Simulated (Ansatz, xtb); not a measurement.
## BClH2Zn: which of two structures lies lower

We compare a, `[BH2][Zn][Cl]`, a singlet, with b, a singlet given by its coordinates. Both are isolated molecules in the gas phase, relaxed with BLYP-D3(BJ)/def2-SVP.

a (Å):

```yaml
atoms:
  - { symbol: B, position_ang: [0.5149, 1.1871, -0.6759] }
  - { symbol: Cl, position_ang: [-0.9705, -2.7237, -0.4107] }
  - { symbol: Zn, position_ang: [-0.2103, -0.7217, -0.5468] }
  - { symbol: H, position_ang: [1.1880, 1.6668, 0.2124] }
  - { symbol: H, position_ang: [0.2885, 1.8834, -1.6436] }
```

b (Å):

```yaml
atoms:
  - { symbol: B, position_ang: [0.1896, 0.2185, -0.3287] }
  - { symbol: Cl, position_ang: [0.1340, -1.4609, 0.2806] }
  - { symbol: Zn, position_ang: [-0.4847, 1.7146, 1.4562] }
  - { symbol: H, position_ang: [1.2662, 0.7725, -0.3428] }
  - { symbol: H, position_ang: [-0.7581, 0.6112, -0.9722] }
```

Close contacts (Å): B1–Cl2 1.79, B1–Zn3 2.42, B1–H4 1.21, B1–H5 1.21.

Energies in hartree; the thermal terms are from BLYP-D3(BJ)/def2-SVP harmonic frequencies (ideal gas, rigid rotor, one conformer each, 298.15 K, 1 atm) and include the zero-point energy:

```
                                 a            b
E, CCSD(T)/def2-TZVPP  −2264.291588  −2264.294386
    zero-point energy      0.019898      0.021399
         H(298 K) − E      0.025939      0.027055
         G(298 K) − E     −0.007681     −0.007805
```

**Question.** Work out ΔE, ΔE₀, ΔH and ΔG for a → b in kcal/mol (1 Eh = 627.51 kcal/mol) and the equilibrium ratio [b]/[a].

**Answer.** 1. ΔE = −2264.294386 − (−2264.291588) = −0.002798 Eh = −1.76 kcal/mol.
2. ΔE₀ = ΔE + ΔZPE = −0.002798 + (+0.001501) Eh = −0.81 kcal/mol.
3. ΔH = ΔE + (+0.001116) Eh = −1.06 kcal/mol.
4. ΔG = ΔE + (−0.000124) Eh = −1.83 kcal/mol, so ΔS = (ΔH − ΔG)/T = +10.9 J/(mol K).
5. kT = 0.9442 mEh, so K = [b]/[a] = exp(−ΔG/kT) = exp(+3.09) ≈ 22.

Structure b is favoured at this temperature. An error of 1 kcal/mol in ΔG would change K by a factor of 5.4. HF/def2-TZVPP gave ΔE the other sign. Mirror images and further conformers aren't counted.

Other levels gave ΔE = −10.8 (BLYP-D3(BJ)/def2-SVP); +8.2 (HF/def2-TZVPP); −1.0 (MP2/def2-TZVPP) kcal/mol. The correlated steps freeze 11 core orbitals; the last core shell of Zn is correlated, in a basis made for valence electrons. Programs: Ansatz 0.2.0.
